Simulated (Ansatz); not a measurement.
Computed with Ansatz on PBE0-D4/def2-TZVP structures; ΔE is electronic, products minus reactants. CCSD(T)/CBS adds triple-zeta CCSD(T) − MP2 to the extrapolated MP2 energy (def2 sets, frozen cores). This one scheme is used for every species. DFT in def2-TZVPP. Each species was taken in one conformer, which may not be the lowest.

`COB(F)S` + H₂ → `COBS` + H–F  (hydrogenolysis of a B–F bond)

| level | ΔE (kJ/mol) |
| --- | --- |
| PBE0-D4 | 110.2 |
| ωB97X-V | 115.8 |
| B2PLYP | 114.2 |
| PBE0 | 108.7 |
| HF/def2-TZVPP | 115.6 |
| MP2/def2-TZVPP | 112.1 |
| HF/CBS(def2) | 115.2 |
| MP2/CBS(def2) | 109.2 |

Problem. What does CCSD(T)/CBS give? (An estimate is asked.)

Solution. The calculation gave: +108.6 kJ/mol. The listed levels differ from it by 1.6, 7.2, 5.6, 0.1, 7.0, 3.5, 6.6, 0.6 kJ/mol.

Largest T1 diagnostic among the species: 0.013.

In def2-TZVPP, CCSD(T) changes the Hartree–Fock value by −4.2 kJ/mol (the triples alone add +1.1 kJ/mol) and MP2 by −3.5 kJ/mol.
